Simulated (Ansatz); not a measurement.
Molecule: GaCl3 (charge 0, singlet). 
Geometry from a B3LYP-D3(BJ)/def2-TZVP (Ansatz, a quantum-chemistry and plane-wave program) optimisation:
```
Ga
Cl 1 2.1272
Cl 1 2.1272 2 120.00
Cl 1 2.1272 2 120.00 3 -180.00
```
Charge 0, spin multiplicity 1.

Quantity: vertical electron affinity (to the doublet state of charge -1; a negative value means that the extra electron is unbound and the number depends on the basis; each state is the SCF solution reached for its spin; the molecule has degenerate orbitals, so one determinant may break the symmetry; for the doublet the Hartree-Fock reference is unstable and T1 is 0.026), in eV. Valence correlation only, unless marked. Open shells are spin-unrestricted. No spin-orbit coupling. Frozen are the shells of the preceding noble gas and the d and f shells that filled before the atom's block. Non-relativistic. Anions need diffuse functions: def2-D sets add few. 

```json
[
 {"level": "SVWN5/def2-TZVPD", "program": "Ansatz", "vertical electron affinity (eV)": "0.96"},
 {"level": "PBE/def2-TZVPD", "program": "Ansatz", "vertical electron affinity (eV)": "0.75"},
 {"level": "r2SCAN/def2-TZVPD", "program": "Ansatz", "vertical electron affinity (eV)": "0.59"},
 {"level": "wB97X-V/def2-TZVPD", "program": "Ansatz", "vertical electron affinity (eV)": "0.36"},
 {"level": "B2PLYP/def2-TZVPD", "program": "Ansatz", "vertical electron affinity (eV)": "0.51"},
 {"level": "CCSD/def2-QZVPPD", "program": "Ansatz", "vertical electron affinity (eV)": "0.28"},
 {"level": "CCSD(T)/def2-SVPD", "program": "Ansatz", "vertical electron affinity (eV)": "0.27"},
 {"level": "CCSD(T)/def2-TZVPPD", "program": "Ansatz", "vertical electron affinity (eV)": "0.30"},
 {"level": "CCSD(T)/def2-QZVPPD", "program": "Ansatz", "vertical electron affinity (eV)": "0.37"}
]
```
